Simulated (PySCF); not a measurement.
A GIAO shielding run with PySCF 2.14.0 with density-fitted response routines (density fitting, non-relativistic, gas phase) on `CC(=O)CCN[Si@@](C)(N)O`, C₅H₁₄N₂O₂Si:

```
$ OMP_NUM_THREADS=1 python probes_run.py task.json out

{"job": {"kind": "nmr", "xc": "PBE0", "basis": "pcSseg-1"}, "charge": 0, "multiplicity": 1}
C     -3.228568    -0.931086    -0.209994
C     -2.878390     0.399339     0.404704
O     -3.681975     1.286928     0.551861
C     -1.428019     0.542338     0.791107
C     -0.648557     1.172836    -0.384634
N      0.773345     1.188119    -0.166661
Si     1.752121    -0.208861    -0.461746
C      3.533583     0.332575    -0.092618
N      1.223220    -1.628966     0.384078
O      1.513623    -0.686420    -2.006695
H     -4.209027    -0.891579    -0.677490
H     -3.242299    -1.682699     0.577841
H     -2.472685    -1.220487    -0.935478
H     -0.978879    -0.426064     1.005660
H     -1.340626     1.198395     1.658843
H     -1.010385     2.193312    -0.548522
H     -0.831618     0.589745    -1.288962
H      1.021565     1.778156     0.612041
H      4.238099    -0.406262    -0.459724
H      3.702544     0.439131     0.973496
H      3.777931     1.281466    -0.557774
H      1.281470    -2.496932    -0.124751
H      1.545229    -1.769263     1.328046
H      1.576564    -0.033958    -2.698143
```

Hardware: 1 thread of an Intel Xeon, shared host. The job also computes population analyses, field gradients.

Problem. How large is the calculation?

Solution. 88 electrons, 247 basis functions and 1294 auxiliary functions.

Problem. How long does it take, and how much memory does it need?

Solution. 2.8 min of wall time, with 14 SCF cycles and 5 response iterations; peak memory 1.1 GiB. Times on a shared host scatter by some tens of per cent.
